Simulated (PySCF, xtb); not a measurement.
K(I) cation (IK), SMILES [K][I] (connectivity only; charge and spin as stated), charge +1, multiplicity 2.

Harmonic wavenumbers (cm⁻¹) from GFN2-xTB in xtb at its own minimum, in rising order: 48.

What does PBE-D3(BJ)/def2-TZVPD run with PySCF give at its own minimum? (An estimate is asked for; the answer gives what the named calculation found.)

80. Paired by order, the mean absolute difference is 32 cm⁻¹ and the zero-point energies are 0.1 and 0.1 kcal/mol.
